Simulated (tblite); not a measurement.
Here is a computed GFN2-xTB geometry (Å):
```
O 
C   1  1.1909
O   2  1.3314  1  126.91
C   3  1.4191  2  118.18  1    -4.73
O   4  1.4035  3  111.84  2  -112.16
C   5  1.4362  4   93.15  3  -112.04
C   6  1.5331  5   90.80  4    -3.32
C   7  1.5049  4  115.39  3    -5.66
O   8  1.1941  7  124.95  4   113.31
H   2  1.1017  1  125.05  3   178.36
H   4  1.0980  3  108.77  2    13.25
H   6  1.0925  5  112.11  4   113.00
H   6  1.0904  5  111.43  4  -122.40
H   7  1.0906  4  113.33  3  -132.98
H   8  1.1068  7  112.94  4   -66.86
```
Z-matrix in Å and degrees, rows numbered from 1.

Charge 0, singlet.

**Question.** Read off the bonds between heavy atoms and their formal orders.

**Answer.** O1–C2 (double); C2–O3 (single); O3–C4 (single); C4–O5 (single); O5–C6 (single); C6–C7 (single); C7–C8 (single); C8–O9 (double); C4–C7 (single). Hydrogens: H10 on C2; H11 on C4; H12, H13 on C6; H14 on C7; H15 on C8.

**Question.** Give the structure as a SMILES string.

**Answer.** `O=CO[C@@H]1OC[C@@H]1C=O`, C5H6O4. Among its features: ester, aldehyde and ether.

**Question.** Name the point group.

**Answer.** C1 (no symmetry element, even within 0.4 Å).

**Question.** Which rings does it hold (smallest set)?

**Answer.** C4–O5–C6–C7 (4 members, 0.02 Å rms from planarity).

**Question.** Describe the place of each heavy atom.

**Answer.** O1: ester carbonyl oxygen; C2: ester carbonyl carbon; O3: ester single-bonded oxygen; C4: sp3 carbon bearing two oxygens; O5: cyclic ether oxygen; C6: sp3 carbon bound to oxygen; C7: sp3 carbon next to a carbonyl; C8: aldehyde carbon; O9: aldehyde oxygen.

**Question.** What is the arrangement about C4?

**Answer.** It has 4 neighbours (O3, O5, C7, H11) and has angles from 91.7° to 118.1°.

**Question.** What is the arrangement about C2?

**Answer.** It has 3 neighbours (O1, O3, H10) and is planar (angles 126.9°, 125.1° and 108.0°, sum 360.0°, 0.01 Å off the plane of its three neighbours).
